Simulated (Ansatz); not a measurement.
FeGe10, relaxed as a singlet with RKS PBE-D4/def2-SVP in Ansatz, starting from the GFN1-xTB geometry. Force threshold 0.03 eV/Å.

Another isomer (singlet) lies 0.62 eV lower at PBE0-D4/def2-TZVP; other spin states weren't run for this one.

Start:

Cartesian coordinates in Å:
```
Fe 0.1295 -0.0688 -0.2906
Ge 0.5717 -2.1866 -1.3403
Ge 1.8704 0.7776 1.1983
Ge 2.3798 -0.6823 -0.8136
Ge 0.8227 2.4086 -0.2677
Ge 1.1731 0.9308 -2.2172
Ge -2.4181 -1.0951 2.2924
Ge -1.1929 1.7333 -1.4162
Ge -0.2206 -0.0554 2.0864
Ge -0.9815 -2.0407 0.4846
Ge -2.1342 0.2785 0.2840
```

```tsv
step	energy (eV)	largest force component (eV/Å)	SCF passes
1	-599412.3008	2.219	45
2	-599412.9901	0.587	34
3	-599413.0860	0.215	35
4	-599413.1225	0.248	32
5	-599413.1510	0.390	34
6	-599413.1969	0.380	34
7	-599413.2906	0.440	35
8	-599413.4062	0.260	33
9	-599413.4690	0.234	33
10	-599413.5007	0.303	33
11	-599413.5192	0.142	34
12	-599413.5235	0.140	34
13	-599413.5320	0.116	29
14	-599413.5385	0.074	28
15	-599413.5504	0.183	32
16	-599413.5563	0.209	36
17	-599413.5608	0.080	27
18 (rejected)	-599413.5506	0.168	34
19	-599413.5654	0.041	28
20 (rejected)	-599413.5505	0.237	35
21	-599413.5667	0.020	26
22	-599413.5673	0.015	26
23	-599413.5675	0.017	27
```

Force components are those of the run's own axes.

End:

```csv
atom,x (Å),y (Å),z (Å)
Fe1,0.302,-0.068,-0.375
Ge2,0.973,-1.910,-1.787
Ge3,1.944,1.096,1.664
Ge4,2.455,-0.904,0.164
Ge5,1.128,2.235,-0.429
Ge6,-0.130,0.356,-2.646
Ge7,-2.430,-1.166,2.198
Ge8,-1.246,2.210,-1.236
Ge9,-0.127,-0.153,2.045
Ge10,-0.891,-2.107,0.140
Ge11,-1.979,0.411,0.262
```

Bonds lost: Ge4–Ge6, Ge5–Ge6 (atoms count from 1). Bonds formed: Ge2–Ge6 (atoms count from 1).

The force fell under the threshold at step 21, but the optimiser went on. No frequencies were taken in this run, so the end may be a saddle point.

Hardware: 2 threads of AMD EPYC 7R13 on a shared host and a share (18 GiB) of an NVIDIA H100 80GB HBM3. Wall time 2.3 min, peak host memory 1.1 GiB.
